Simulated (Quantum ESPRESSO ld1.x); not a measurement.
The numbers below are computed, except where a source is named.
Q: The mean radii <r> (bohr) of the occupied orbitals of an atom or ion are listed with their occupations. Code: ld1.x of Quantum ESPRESSO 7.5. Model: scalar-relativistic Kohn-Sham, LDA (Slater exchange, Perdew-Wang correlation), spin-polarised, spherical densities, point nucleus.

orbital  occ.      <r>
1s up       1  0.09121
1s down     1  0.09121
2s up       1   0.4461
2s down     1   0.4459
2p up       3   0.4078
2p down     3   0.4077
3s up       1    1.533
3s down     1    1.540
3p up       3    1.832
3p down     2    1.861

Name the element and its charge. Open shells, if any, are filled with parallel spins first.

A: Z = 17, chlorine, charge 0: Cl in [Ne] 3s2 3p5. The 1s radius gives Z: for a bare nucleus <r> = (2 gamma + 1)/(2Z) with gamma = sqrt(1 - (Z/c)^2), 0.08778 bohr for Z = 17, and screening makes it slightly larger (0.09121 here). The occupations add up to 17, and the charge is Z minus that.
